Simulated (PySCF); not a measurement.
Job file and geometry (Å, from PBE0-D3(BJ)/def2-SVP) of an NMR shielding run on SMILES [O]=[Cr](=[O])([Cl])[Cl], Cl$_{2}$CrO$_{2}$, GIAO PBE0/pcSseg-1 Cr:pcSseg-2 NMR shielding, non-relativistic, gas phase (PySCF 2.14.0, density-fitted response routines); density fitting, a coarse starting grid and PySCF grid level 2 are the driver's defaults:

```
{"job": {"kind": "nmr", "xc": "PBE0", "basis": {"default": "pcSseg-1", "Cr": "pcSseg-2"}}, "charge": 0, "multiplicity": 1}
Cr     0.092575    -0.001191     0.075724
O      0.079325    -0.036555     1.601028
O      1.539540     0.008019    -0.402420
Cl    -0.857977     1.762205    -0.596423
Cl    -0.853463    -1.732478    -0.677909
```

**Question.** Write the output of this run.

**Answer.** 
```
coarse grid: 30448 points
cycle   1  E = -2114.5029147630  dE =  4.879e-01  |g| = 1.118e+00  |ddm| = 2.744e+00
cycle   2  E = -2107.0465472103  dE =  7.456e+00  |g| = 7.702e+00  |ddm| = 2.385e+00
cycle   3  E = -2114.5766386389  dE = -7.530e+00  |g| = 8.005e-01  |ddm| = 1.826e+00
cycle   4  E = -2114.6700631962  dE = -9.342e-02  |g| = 4.624e-01  |ddm| = 6.552e-01
cycle   5  E = -2114.7047692139  dE = -3.471e-02  |g| = 5.979e-02  |ddm| = 2.739e-01
cycle   6  E = -2114.7055890734  dE = -8.199e-04  |g| = 2.836e-02  |ddm| = 5.409e-02
cycle   7  E = -2114.7055952729  dE = -6.199e-06  |g| = 2.440e-02  |ddm| = 1.732e-02
cycle   8  E = -2114.7057080502  dE = -1.128e-04  |g| = 2.106e-03  |ddm| = 1.130e-02
cycle   9  E = -2114.7057089668  dE = -9.165e-07  |g| = 7.378e-04  |ddm| = 1.665e-03
final grid: 59168 points
cycle  10  E = -2114.7057374023  dE =  2.261e-06  |g| = 4.417e-03  |ddm| = 1.688e-03
cycle  11  E = -2114.7056424178  dE =  9.498e-05  |g| = 2.805e-02  |ddm| = 8.500e-03
cycle  12  E = -2114.7057398650  dE = -9.745e-05  |g| = 2.635e-04  |ddm| = 7.206e-03
cycle  13  E = -2114.7057398714  dE = -6.470e-09  |g| = 1.865e-04  |ddm| = 1.924e-04
cycle  14  E = -2114.7057398781  dE = -6.673e-09  |g| = 2.281e-05  |ddm| = 8.924e-05
cycle  15  E = -2114.7057398783  dE = -2.310e-10  |g| = 2.003e-05  |ddm| = 4.457e-05
converged SCF energy = -2114.7057398783

GIAO shielding tensors (ppm)
atom      isotropic    diamagn.    paramagn.     s11        s22        s33       span
  0 Cr   -3375.033    1816.747   -5191.780  -3926.746  -3628.392  -2569.960   1356.786
  1 O    -1223.470     396.821   -1620.290  -2202.569  -1052.697   -415.143   1787.426
  2 O    -1221.806     396.773   -1618.579  -2210.503  -1042.318   -412.596   1797.907
  3 Cl     185.154    1147.593    -962.438   -645.432    518.290    682.606   1328.038
  4 Cl     185.981    1147.594    -961.613   -644.491    518.458    683.976   1328.466
```

**Question.** Turn these shieldings into chemical shifts. Chemical shifts δ = σref − σ; CrO4 2- for ⁵³Cr (σ = -2892.95 ppm); ¹⁷O (σ = 334.56 ppm) vs H2O; ³⁵Cl (σ = 943.27 ppm) against HCl, all at this level.

**Answer.** Averaging equivalent atoms: Cr 0: 482; O 1/2: 1557.2; Cl 3/4: 758 ppm. Unscaled 17O shifts of doubly bonded oxygen tend to come out too high, by tens of ppm or more. Experimental scales use liquid or dissolved standards, which lie at an offset from isolated H2O (liquid H2O: subtract about 36 ppm).

Size and cost of the density-fitted run: 155 basis functions, 14 s wall time on 1 thread of an x86-64 server CPU, shared host.
